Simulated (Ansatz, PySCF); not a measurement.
The Ansatz (a quantum-chemistry and plane-wave program) input:
Ansatz 0.2 input:
```yaml
crystal:
  periodic: [false, false, false]
  atoms:
    - {symbol: O, position_ang: [1.60853260, -0.88459897, 0.02028416]}
    - {symbol: C, position_ang: [0.90805593, 0.14957858, -0.08119017]}
    - {symbol: O, position_ang: [1.25456321, 1.33780754, -0.27055162]}
    - {symbol: C, position_ang: [-0.66666345, -0.09815298, 0.05643252]}
    - {symbol: F, position_ang: [-1.30533713, 1.03736901, -0.08535804]}
    - {symbol: F, position_ang: [-0.89868137, -0.60744521, 1.24860373]}
    - {symbol: F, position_ang: [-1.03378219, -0.94934942, -0.87846494]}
    - {symbol: H, position_ang: [2.59287415, -0.88028630, -0.04247575]}
    - {symbol: H, position_ang: [2.19421086, 1.62089485, -0.36986561]}
basis:
  gaussian:
    orbitals: STO-3G
total_charge: 1
magnetization: {spin_polarized: false}
correlation: {method: mp2, electrons: outside_noble_gas}
accuracy: high
```

Problem. Convert this to an input for PySCF.

Solution. Several could match; the one computed here: 
```python
from pyscf import gto, scf, mp

mol = gto.Mole()
mol.atom = '''
    O     1.60853260   -0.88459897    0.02028416
    C     0.90805593    0.14957858   -0.08119017
    O     1.25456321    1.33780754   -0.27055162
    C    -0.66666345   -0.09815298    0.05643252
    F    -1.30533713    1.03736901   -0.08535804
    F    -0.89868137   -0.60744521    1.24860373
    F    -1.03378219   -0.94934942   -0.87846494
    H     2.59287415   -0.88028630   -0.04247575
    H     2.19421086    1.62089485   -0.36986561
'''
mol.basis = 'sto-3g'
mol.charge = 1
mol.verbose = 4
mol.build()

mf = scf.RHF(mol)
mf.kernel()

pt = mp.MP2(mf, frozen=7)
pt.kernel()
print('E(MP2) = %.10f' % pt.e_tot)
```

Both were run: Ansatz gave -517.771416 Eh and PySCF -517.771416 Eh, 0.000 mEh apart.
